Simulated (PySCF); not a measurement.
Structure problem from calculated spectra and properties.

Elements present: C, Cl and H. Monoisotopic mass: 179.9067 u.

| Property | Result |
| --- | --- |
| Triplet | lowest triplet excitation (Tamm–Dancoff): 5.76 eV [TDA PBE0/def2-SVPD] |
| NMR, other nuclei | isotropic shieldings of nuclei other than C and H, by class: 475 (3 Cl), 872 (1 Cl) ppm [GIAO PBE0/pcSseg-1] |
| UV, first state | lowest singlet excitation: 6.33 eV (196 nm, f = 0.000) [TDDFT PBE0/def2-SVPD] |
| 1H NMR | chemical shifts (computed TMS as zero) by class: 3.91 (2 H), 2.84 (2 H) ppm [GIAO PBE0/pcSseg-1] |
| Rotational structure | rotational constants A, B, C: 1.719, 0.636, 0.633 GHz [GFN2-xTB] |
| Dipole | 0.19 D [PBE0/def2-SVPD] |
| 13C NMR | chemical shifts (computed TMS as zero) by class: 121.3 (1 C), 61.0 (1 C), 46.5 (1 C) ppm [GIAO PBE0/pcSseg-1] |
| UV, strongest line | among the 6 lowest singlet transitions: S4 at 6.82 eV (182 nm, f = 0.016) [TDDFT PBE0/def2-SVPD] |
| Polarisability | 92.6 au [PBE0/def2-SVPD] |

The electronic properties come from PySCF, for the isolated species, density fitting. Levels stand in brackets. One conformer (not necessarily the lowest) at the GFN2-xTB geometry, without solvent, vibrations or thermal averaging. Each NMR value is the plain mean over a class of atoms that symmetry, rotation or inversion makes alike.

Q: Which formula fits the mass and the elements?

A: C3H4Cl4 (calculated 179.9067). No other formula that holds each of these elements comes within 0.0003 u with a fitting electron parity and a possible valence count.

Q: Propose a structure and show how it fits.

A: Numbering: `[Cl:1][CH2:2][CH2:3][C:4]([Cl:5])([Cl:6])[Cl:7]`. Its formula, C3H4Cl4, gives 0 degrees of unsaturation, so no ring and no π bond. 3 carbons fall into 3 classes; from least to most shielded: CCl3 carbon [C4] (121.3 ppm), chain CH2 carbon [C3] (61.0 ppm), sp3 C–Cl carbon [C2] (46.5 ppm). Hydrogen classes from least to most shielded: 2 H on an sp3 C–Cl carbon, C2 (3.91 ppm), 2 H on a chain CH2 carbon, C3 (2.84 ppm). The other shieldings belong to: 475 ppm, chlorine of a CCl3 group [Cl5/Cl6/Cl7]; 872 ppm, alkyl chlorine [Cl1]. S1 is mainly HOMO−2→LUMO (weight 0.73); the largest Löwdin shares of the orbital it empties are 0.30 on each of 2 atoms of one kind (chlorine of a CCl3 group), 0.29 on a chlorine of a CCl3 group and 0.09 on the alkyl chlorine, of the orbital it fills 0.27 on a chlorine of a CCl3 group, 0.23 on the CCl3 carbon and 0.22 on each of 2 atoms of one kind (chlorine of a CCl3 group). The optimised geometry has point group Cs and is an asymmetric top. Structure: 1,1,1,3-tetrachloropropane, `ClCCC(Cl)(Cl)Cl`. The assignments are read from this structure; whether some other isomer fits the data as well wasn't checked. NMR values of atoms bound to several Cl lack the spin–orbit term that these neighbours bring.

Conformer computed: `[Cl:1][CH2:2][CH2:3][C:4]([Cl:5])([Cl:6])[Cl:7]`: Cl1–C2–C3–C4 180°, C2–C3–C4–Cl5 -60°.
